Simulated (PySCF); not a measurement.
**Peak assignment**

Atoms are numbered as in `[CH:1]#[C:2][C@@H:3]1[CH2:4][CH2:5][C@H:6]2[BH:7][C@@H:8]1[CH2:9][CH2:10][CH2:11]2` (H(Xn): hydrogen on atom n). Ha(C4), Ha(C5) are cis to C2 on the ring; Ha(C9), Ha(C10), Ha(C11) are cis to C3 on the ring; Hb(C4), Hb(C5) are trans to C2 on the ring; Hb(C9), Hb(C10), Hb(C11) are trans to C3 on the ring.

Level of theory: structure optimised with PBE0-D3(BJ)/def2-SVP, NMR shieldings at HF/pcSseg-1/GIAO, J: B3LYP/pcJ-1 (spin–dipole term only in couplings to heteroatoms), in PySCF 2.14 (no solvent, relativity neglected, one computed conformer).

Chemical shifts δ = σref − σ; $^{13}$C (190.85 ppm), $^{1}$H (31.69 ppm) against TMS, all at this level.

Q: Assign these signals to the numbered atoms. $^{13}$C{$^{1}$H} NMR (computed): δ 89.8, 76.9, 29.6, 26.8, 26.7, 26.7, 26.2, 25.2, 23.6, 23.3.

A: 
```tsv
δ (ppm)	atoms	environment	reason
89.8	C2	alkyne carbon	sp carbons lie upfield of alkene carbons because the cylindrical π system leaves one tensor component strongly shielded
76.9	C1	terminal alkyne carbon	the triple bond shields along its axis, which puts it between sp3 and sp2 carbons
29.6	C8	sp3 CH bonded to B	–
26.8	C10	sp3 CH2 in a ring	aliphatic region, no heteroatom directly attached
26.7	C3	propargylic sp3 CH	aliphatic region, no heteroatom directly attached
26.7	C11	sp3 CH2 in a ring	saturated and bonded to C and H only
26.2	C6	sp3 CH bonded to B	–
25.2	C5	sp3 CH2 in a ring	a saturated carbon with 2 carbon neighbours and no heteroatom attached
23.6	C9	sp3 CH2 in a ring	–
23.3	C4	sp3 CH2 in a ring	–
```

C10 and C3; C3 and C11; C11 and C6; C6 and C5; C5 and C9; C9 and C4 lie closer than the usual error of such a calculation, so a measured spectrum could show them in the other order.

Q: Assign these signals to the numbered atoms. $^{1}$H NMR (600 MHz, computed): δ 7.25 (br, 1H), 2.37 (d, J = 3.7 Hz, 1H), 1.70 (m, 1H), 1.65 (m, 1H), 1.61 (m, 1H), 1.60 (m, 1H), 1.54 (m, 1H), 1.54 (m, 1H), 1.38 (m, 1H), 1.36 (m, 1H), 1.36 (m, 1H), 1.26 (m, 1H), 1.08 (m, 1H), 0.77 (m, 1H), 0.52 (m, 1H).

A: 
| δ (ppm) | atoms | environment | reason |
| --- | --- | --- | --- |
| 7.25 | H(B7) | hydrogen on a boron bonded to 2 C, in a 6-membered ring | – |
| 2.37 | H(C1) | hydrogen on a terminal alkyne carbon | it lies on the axis of the triple bond, in its shielding cone |
| 1.70 | H(C8) | hydrogen on an sp3 CH bonded to B | – |
| 1.65 | Hb(C11) | hydrogen on an sp3 CH2 in a ring | – |
| 1.61 | H(C3) | hydrogen on a propargylic sp3 CH | – |
| 1.60 | Ha(C9) | hydrogen on an sp3 CH2 in a ring | – |
| 1.54 | H(C6) | hydrogen on an sp3 CH bonded to B | – |
| 1.54 | Hb(C9) | hydrogen on an sp3 CH2 in a ring | – |
| 1.38 | Ha(C10) | hydrogen on an sp3 CH2 in a ring | far from electronegative atoms and π systems |
| 1.36 | Ha(C5) | hydrogen on an sp3 CH2 in a ring | – |
| 1.36 | Ha(C4) | hydrogen on an sp3 CH2 in a ring | – |
| 1.26 | Ha(C11) | hydrogen on an sp3 CH2 in a ring | – |
| 1.08 | Hb(C4) | hydrogen on an sp3 CH2 in a ring | – |
| 0.77 | Hb(C5) | hydrogen on an sp3 CH2 in a ring | – |
| 0.52 | Hb(C10) | hydrogen on an sp3 CH2 in a ring | far from electronegative atoms and π systems |

H(C8) and Hb(C11); Hb(C11) and H(C3); H(C3) and Ha(C9); Ha(C9) and H(C6); H(C6) and Hb(C9); Ha(C10) and Ha(C5); Ha(C5) and Ha(C4); Ha(C4) and Ha(C11) lie closer than the usual error of such a calculation, so a measured spectrum could show them in the other order.

Hydrogens on boron are broadened and split by $^{11}$B (spin 3/2, 80 %) and 10B (spin 3). A carbon bonded to boron is broadened by the quadrupolar boron nucleus and is often missing from a measured spectrum. Splittings below 1 Hz are ignored in the labels, and close J values are merged. Unscaled 3J(H,H) at this level run about 10 % above measured values. Shifts are as computed. Against solution values, carbons near 30 ppm lie about -0 ppm off and those near 130 ppm about +7 ppm. Of 1313 compounds with measured shifts, 239 miss one by over three times the rms of a fit or turn the order of signals round; such compounds aren't used in these exercises.
